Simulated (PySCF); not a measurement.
Cd(Me)2 (C2H6Cd), SMILES [CH3][Cd][CH3].

Geometry: B3LYP-D3(BJ)/def2-SVP. The isomer is the one that the SMILES or the coordinates give; other isomers of the formula were not compared. The def2 effective core potentials stand for the cores of Cd; spin–orbit coupling is left out.

Calculation: PBE/def2-TZVPD in PySCF.

Gas-phase values at a fixed geometry.

Computed frontier levels, gap, dipole moment and polarisability:
```json
{
  "highest_occupied_level": "-5.79 eV",
  "lowest_empty_level": "-0.78 eV",
  "orbital_gap": "5.01 eV",
  "dipole_moment": "0.00 D",
  "quadrupole, principal values (traceless, Buckingham form, about the centre of nuclear charge)": "-6.85, 3.42, 3.42 D·Å",
  "mean_static_polarisability": "65.4 bohr³ (9.69 Å³)",
  "polarisability_principal_values": "50.6, 50.6, 95.1 bohr³"
}
```
